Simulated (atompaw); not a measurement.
## Logarithmic derivatives: O, PAW (atompaw)

oxygen (O), PAW, made with atompaw 4.2.0.5 (PBE, non-relativistic). Core [He], reference 2s1.5 2p4.5. Waves: 2s (bound): rc 0.35 bohr; 2s channel at 2.5 Ry: rc 0.35 bohr; 2p (bound): rc 1.35 bohr; 2p channel at 0.75 Ry: rc 1.35 bohr. Local part: troulliermartins scheme with l = 2 at 0 Ry, radius 0.95 bohr. Core correction: smooth core density matched at 1.00 bohr. Augmentation charge: sinc compensation charge, radius 1.30 bohr; PAW radius 1.35 bohr; waves and projectors: custom rrkj gramschmidtortho.

The phase is arctan(r·u′/u) with u = r·R(r), unwrapped; energies in Ry, scanned from -4 to 5 Ry. A pole is an energy at which the radial function vanishes at the test radius. The pseudo phase is shifted by a multiple of π to meet the all-electron one at the reference energy, and phase errors are pseudo minus all-electron; the curves can meet again beyond the range given. Levels narrower than the energy grid can be missing from the lists of poles.

```
channel  radius (bohr)  reference energy (Ry)  poles, all-electron  poles, pseudo  unbroken range about the reference energy with phases within 0.05 rad  phase error 1 Ry above the reference energy (rad)
      s           1.35                  -1.77                 1.05           1.05                                                        the whole range                                             +0.000
      p           1.35                  -0.68                 1.63           1.63                                                        the whole range                                             +0.000
```

A Bessel basis up to 400 Ry misses an occupied level by 0.08 Ry, so cutoffs and ghosts were not judged.

Phases in the s channel:

```json
{"E (Ry)": "-4.00", "all-electron": "0.878", "pseudo": "0.878"}
{"E (Ry)": "-3.52", "all-electron": "0.710", "pseudo": "0.710"}
{"E (Ry)": "-3.04", "all-electron": "0.429", "pseudo": "0.429"}
{"E (Ry)": "-2.56", "all-electron": "-0.028", "pseudo": "-0.028"}
{"E (Ry)": "-2.08", "all-electron": "-0.562", "pseudo": "-0.562"}
{"E (Ry)": "-1.60", "all-electron": "-0.955", "pseudo": "-0.955"}
{"E (Ry)": "-1.12", "all-electron": "-1.190", "pseudo": "-1.190"}
{"E (Ry)": "-0.64", "all-electron": "-1.333", "pseudo": "-1.333"}
{"E (Ry)": "-0.16", "all-electron": "-1.428", "pseudo": "-1.428"}
{"E (Ry)": "0.32", "all-electron": "-1.496", "pseudo": "-1.496"}
{"E (Ry)": "0.80", "all-electron": "-1.548", "pseudo": "-1.548"}
{"E (Ry)": "1.28", "all-electron": "-1.589", "pseudo": "-1.589"}
{"E (Ry)": "1.76", "all-electron": "-1.624", "pseudo": "-1.624"}
{"E (Ry)": "2.24", "all-electron": "-1.655", "pseudo": "-1.655"}
{"E (Ry)": "2.72", "all-electron": "-1.683", "pseudo": "-1.683"}
{"E (Ry)": "3.20", "all-electron": "-1.710", "pseudo": "-1.710"}
{"E (Ry)": "3.68", "all-electron": "-1.736", "pseudo": "-1.736"}
{"E (Ry)": "4.16", "all-electron": "-1.762", "pseudo": "-1.762"}
{"E (Ry)": "4.64", "all-electron": "-1.790", "pseudo": "-1.790"}
```
